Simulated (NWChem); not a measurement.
Species: CHOS cation; SMILES [OH+]=C=S

Program: NWChem. Pople sets run with spherical d functions. B3LYP is NWChem's, with the RPA form of VWN correlation. Each level has its own optimisation; frequencies are unscaled.

| level | r C–O (Å) | r H–O (Å) | r C–S (Å) | highest harmonic frequency (cm⁻¹) | lowest (cm⁻¹) | zero-point energy (kcal/mol) |
|---|---|---|---|---|---|---|
| Hartree-Fock/STO-3G | 1.283 | 1.001 | 1.489 | 4081 | 443 | 13.3 |
| B3LYP/6-31G* | 1.240 | 0.989 | 1.510 | 3514 | 426 | 11.8 |
| LDA (Slater exchange, VWN5)/def2-SVP | 1.225 | 0.998 | 1.513 | 3468 | 422 | 11.6 |
| PBE0-D3(BJ)/def2-TZVP | 1.227 | 0.981 | 1.494 | 3607 | 451 | 12.1 |
